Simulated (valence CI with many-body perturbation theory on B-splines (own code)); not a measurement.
**E1 line list for Ge¹⁷⁺**

Method: valence CI with perturbative core correlation (CI+MBPT): five valence electrons over a frozen Dirac-Fock core [Ne], radial functions for each j: 9 s, 9 p, 8 d, 6 f, 3 g, 1 h, with the one-electron correlation potential Σ1, the two-electron term Σ2, the three-electron term Σ3, Breit, model QED; selected CI, second order for the rest (own B-spline code, finite nucleus).

No measured spectrum was set against this ion. As an estimate, levels of excited configurations hold to 0.05 to 0.15 % of their energy, terms of the ground configuration to about 0.5 %. Among the levels kept, up to 460 cm⁻¹ of a level comes from second order outside the variational space, and about a tenth of that is noise between levels of different J, which matters for small intervals.

Lines 1 to 50 of 173 in falling wavelength, among levels below 969600 cm⁻¹, chosen from the strongest by gf and those to the six lowest levels. Wavelengths and rates use the calculated energies, so an error of 300 cm⁻¹ moves a line at 64.15 nm by 0.19 % and its rate by three times that or more. Electric multipoles are in the length gauge, E1 and E2 with the static RPA response of the core. Weak lines are less certain than strong ones. Lines between different terms over intervals too small for the method are left out, as are lines whose strength nearly cancels. The highest levels of a list are the least certain.

Names give the largest LS component (configuration and term), which can be under half, so a name can repeat, a term be missing and a line seem to break the LS rules; names also repeat where a configuration has a term twice. Letters in brackets count levels of one name in rising energy.

```
λ vac (nm)                Upper                Lower   A (s⁻¹)  S (a.u.) with core polarisation  S without
     64.15          3p⁵ ²P°_3/2  3s²3p²3d ²D_5/2 [a]  6.65e+06                         3.46e-03   3.58e-03
     56.12          3p⁵ ²P°_3/2  3s²3p²3d ²P_1/2 [a]  1.27e+07                         4.42e-03   4.57e-03
     53.91      3s3p³3d ⁶D°_5/2      3s²3p²3d ⁴P_3/2  5.98e+06                         2.78e-03   2.86e-03
     51.56          3p⁵ ²P°_3/2      3s²3p²3d ⁴P_1/2  8.66e+06                         2.34e-03   2.42e-03
     50.88      3s3p³3d ⁶D°_7/2      3s²3p²3d ⁴P_5/2  1.12e+07                         5.84e-03   6.03e-03
     45.52          3p⁵ ²P°_3/2         3s3p⁴ ²P_3/2  1.86e+08                         3.46e-02   3.57e-02
     38.09      3s3p³3d ⁶D°_3/2      3s²3p²3d ⁴D_5/2  9.95e+06                         1.09e-03   1.12e-03
     37.90      3s3p³3d ⁶D°_5/2      3s²3p²3d ⁴D_5/2  8.27e+06                         1.33e-03   1.38e-03
     37.78         3s3p⁴ ⁴P_5/2       3s²3p³ ²P°_3/2  6.07e+06                         9.70e-04   1.00e-03
     36.35      3s3p³3d ⁶D°_1/2      3s²3p²3d ⁴D_3/2  2.12e+07                         1.01e-03   1.04e-03
     36.33      3s3p³3d ⁶D°_1/2      3s²3p²3d ⁴D_1/2  2.21e+07                         1.05e-03   1.08e-03
     36.23      3s3p³3d ⁶D°_3/2      3s²3p²3d ⁴D_3/2  1.69e+07                         1.59e-03   1.64e-03
     36.22      3s3p³3d ⁶D°_7/2      3s²3p²3d ⁴F_9/2  5.25e+06                         9.85e-04   1.02e-03
     35.71      3s3p³3d ⁶D°_9/2      3s²3p²3d ⁴F_9/2  5.78e+07                         1.30e-02   1.34e-02
     35.68      3s3p³3d ⁶D°_5/2  3s²3p²3d ²F_7/2 [a]  7.27e+06                         9.77e-04   1.01e-03
     35.44      3s3p³3d ⁶D°_7/2  3s²3p²3d ²F_7/2 [a]  6.34e+06                         1.11e-03   1.15e-03
     34.96      3s3p³3d ⁶D°_9/2  3s²3p²3d ²F_7/2 [a]  1.22e+07                         2.58e-03   2.66e-03
     34.51          3p⁵ ²P°_3/2      3s²3p²3d ⁴D_3/2  4.85e+07                         3.93e-03   4.06e-03
     34.49          3p⁵ ²P°_3/2      3s²3p²3d ⁴D_1/2  3.03e+07                         2.45e-03   2.53e-03
     34.06      3s3p³3d ⁶D°_5/2  3s²3p²3d ²F_5/2 [a]  1.13e+07                         1.32e-03   1.36e-03
     34.02         3s3p⁴ ⁴P_3/2       3s²3p³ ²P°_3/2  6.43e+07                         4.99e-03   5.16e-03
     33.90      3s3p³3d ⁶D°_7/2      3s²3p²3d ⁴F_7/2  4.81e+07                         7.40e-03   7.63e-03
     33.46      3s3p³3d ⁶D°_9/2      3s²3p²3d ⁴F_7/2  3.04e+07                         5.61e-03   5.79e-03
     32.97         3s3p⁴ ⁴P_1/2       3s²3p³ ²P°_3/2  2.10e+07                         7.41e-04   7.64e-04
     32.01      3s3p³3d ⁶D°_5/2      3s²3p²3d ⁴F_5/2  2.40e+07                         2.34e-03   2.41e-03
     31.82      3s3p³3d ⁶D°_7/2      3s²3p²3d ⁴F_5/2  2.13e+07                         2.71e-03   2.80e-03
     31.68          3p⁵ ²P°_3/2     3s3p⁴ ²S_1/2 [b]  2.17e+07                         1.36e-03   1.40e-03
     30.95      3s3p³3d ⁶D°_3/2      3s²3p²3d ⁴F_3/2  1.35e+07                         7.89e-04   8.13e-04
     30.87         3s3p⁴ ⁴P_3/2       3s²3p³ ²P°_1/2  1.67e+06                         9.72e-05   1.01e-04
     30.83      3s3p³3d ⁶D°_5/2      3s²3p²3d ⁴F_3/2  8.03e+06                         6.97e-04   7.19e-04
     30.01         3s3p⁴ ⁴P_1/2       3s²3p³ ²P°_1/2  1.29e+08                         3.45e-03   3.56e-03
     29.99         3s3p⁴ ⁴P_5/2       3s²3p³ ²D°_5/2  1.48e+08                         1.18e-02   1.22e-02
     29.68          3p⁵ ²P°_3/2      3s²3p²3d ⁴F_3/2  9.15e+07                         4.72e-03   4.88e-03
     28.50         3s3p⁴ ⁴P_5/2       3s²3p³ ²D°_3/2  2.26e+08                         1.55e-02   1.60e-02
     28.43      3s3p³3d ⁶D°_3/2  3s²3p²3d ²P_3/2 [a]  2.01e+07                         9.13e-04   9.43e-04
     27.84          3p⁵ ²P°_3/2     3s3p⁴ ²S_1/2 [a]  1.09e+09                         4.64e-02   4.79e-02
     27.57         3s3p⁴ ⁴P_3/2       3s²3p³ ²D°_5/2  6.04e+07                         2.50e-03   2.58e-03
     27.53         3s3p⁴ ²D_3/2       3s²3p³ ²P°_3/2  7.58e+07                         3.12e-03   3.22e-03
     27.36          3p⁵ ²P°_3/2  3s²3p²3d ²P_3/2 [a]  3.32e+09                         1.34e-01   1.39e-01
     26.76         3s3p⁴ ²D_5/2       3s²3p³ ²P°_3/2  1.06e+09                         6.01e-02   6.20e-02
     26.30         3s3p⁴ ⁴P_3/2       3s²3p³ ²D°_3/2  1.88e+05                         6.75e-06   7.07e-06
     25.67         3s3p⁴ ⁴P_1/2       3s²3p³ ²D°_3/2  7.48e+07                         1.25e-03   1.29e-03
     25.44         3s3p⁴ ²D_3/2       3s²3p³ ²P°_1/2  3.58e+08                         1.16e-02   1.20e-02
     24.55         3s3p⁴ ⁴P_5/2       3s²3p³ ⁴S°_3/2  2.79e+09                         1.22e-01   1.26e-01
     24.46      3s3p³3d ⁶D°_3/2         3s3p⁴ ²D_5/2  2.59e+07                         7.48e-04   7.71e-04
     23.66          3p⁵ ²P°_3/2         3s3p⁴ ²D_5/2  6.74e+09                         1.76e-01   1.82e-01
     23.21  3s²3p²3d ²P_3/2 [a]       3s²3p³ ²P°_3/2  8.29e+08                         2.05e-02   2.12e-02
     23.15         3s3p⁴ ²D_3/2       3s²3p³ ²D°_5/2  5.01e+07                         1.23e-03   1.27e-03
     23.09          3p⁵ ²P°_3/2         3s3p⁴ ²D_3/2  2.47e+09                         6.00e-02   6.19e-02
     22.90         3s3p⁴ ⁴P_3/2       3s²3p³ ⁴S°_3/2  3.74e+09                         8.88e-02   9.16e-02
```
